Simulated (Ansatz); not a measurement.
Ansatz (a program for electronic structure) input (CCSD(T)/aug-cc-pVDZ):

Ansatz 0.2 input:
```yaml
crystal:
  periodic: [false, false, false]
  atoms:
    - {symbol: C, position_ang: [2.77981148, -0.17098900, -0.12584538]}
    - {symbol: C, position_ang: [1.47525238, 0.10703501, -0.78958576]}
    - {symbol: C, position_ang: [0.57267266, 0.98195761, 0.03567608]}
    - {symbol: C, position_ang: [-0.57983380, 0.64179947, 0.60829462]}
    - {symbol: C, position_ang: [-1.28012527, -0.68220952, 0.55241454]}
    - {symbol: C, position_ang: [-2.62571640, -0.59691299, -0.17710491]}
    - {symbol: H, position_ang: [3.66607344, -0.38505881, -0.70733497]}
    - {symbol: H, position_ang: [2.83419652, -0.27144666, 0.94934368]}
    - {symbol: H, position_ang: [1.65775165, 0.58904950, -1.75724323]}
    - {symbol: H, position_ang: [0.96735056, -0.83702599, -1.03201184]}
    - {symbol: H, position_ang: [0.93594580, 1.99444876, 0.18536881]}
    - {symbol: H, position_ang: [-1.10159491, 1.40886173, 1.17569819]}
    - {symbol: H, position_ang: [-1.45530436, -1.03052130, 1.57620508]}
    - {symbol: H, position_ang: [-0.65180871, -1.43629314, 0.07642324]}
    - {symbol: H, position_ang: [-3.27831882, 0.14387486, 0.29012679]}
    - {symbol: H, position_ang: [-2.48310977, -0.30218800, -1.21828921]}
    - {symbol: H, position_ang: [-3.14354781, -1.55778430, -0.16138170]}
basis:
  gaussian:
    orbitals: aug-cc-pVDZ
magnetization: {spin_polarized: true, initial_magnetization: 1}
correlation: {method: ccsd_t, electrons: outside_noble_gas}
output: {forces: true}
```

End of the output:

```
cycle  10  -25.10236515 eV  change    5.0e-5 eV  update   4.1e-5
cycle  11  -25.10239066 eV  change   -2.6e-5 eV  update   1.8e-5
cycle  12  -25.10239890 eV  change   -8.2e-6 eV  update   6.7e-6
cycle  13  -25.10240394 eV  change   -5.0e-6 eV  update   2.9e-6
cycle  14  -25.10240558 eV  change   -1.6e-6 eV  update   1.1e-6
cycle  15  -25.10240566 eV  change   -8.2e-8 eV  update   4.9e-7
cycle  16  -25.10240565 eV  change    1.2e-8 eV  update   2.2e-7
cycle  17  -25.10240568 eV  change   -3.2e-8 eV  update   1.1e-7
perturbative correction -0.89548839 eV, -0.0329085915 hartree
the calculation of the forces begins
1.15 GiB of device memory are held for the factors and their scratch space
Total energy: -6381.81190920 eV, -234.5272619157 hartree
Atom 0 at     2.779811    -0.170989    -0.125845 Å, force     0.113247     0.063427     0.074921 eV/Å
Atom 1 at     1.475252     0.107035    -0.789586 Å, force    -0.156659    -0.058719    -0.189646 eV/Å
Atom 2 at     0.572673     0.981958     0.035676 Å, force     1.000729     0.271864    -0.472846 eV/Å
Atom 3 at    -0.579834     0.641799     0.608295 Å, force    -0.983128    -0.260455     0.464731 eV/Å
Atom 4 at    -1.280125    -0.682210     0.552415 Å, force    -0.124777    -0.114336    -0.017845 eV/Å
Atom 5 at    -2.625716    -0.596913    -0.177105 Å, force     0.112612     0.012339     0.043302 eV/Å
Atom 6 at     3.666073    -0.385059    -0.707335 Å, force     0.428040    -0.111991    -0.271323 eV/Å
Atom 7 at     2.834197    -0.271447     0.949344 Å, force     0.035720    -0.056668     0.531455 eV/Å
Atom 8 at     1.657752     0.589050    -1.757243 Å, force     0.074847     0.207315    -0.379130 eV/Å
Atom 9 at     0.967351    -0.837026    -1.032012 Å, force    -0.208233    -0.380728    -0.093647 eV/Å
Atom 10 at     0.935946     1.994449     0.185369 Å, force     0.160450     0.496870     0.071703 eV/Å
Atom 11 at    -1.101595     1.408862     1.175698 Å, force    -0.238275     0.371119     0.273543 eV/Å
Atom 12 at    -1.455304    -1.030521     1.576205 Å, force    -0.070140    -0.136008     0.425902 eV/Å
Atom 13 at    -0.651809    -1.436293     0.076423 Å, force     0.284168    -0.344612    -0.220738 eV/Å
Atom 14 at    -3.278319     0.143875     0.290127 Å, force    -0.283345     0.333475     0.223341 eV/Å
Atom 15 at    -2.483110    -0.302188    -1.218289 Å, force     0.076368     0.130788    -0.471214 eV/Å
Atom 16 at    -3.143548    -1.557784    -0.161382 Å, force    -0.221627    -0.423679     0.007490 eV/Å
Dipole moment:    -0.056241    -0.065919    -0.037035 e Å
```

It need not be the lowest isomer of its formula.
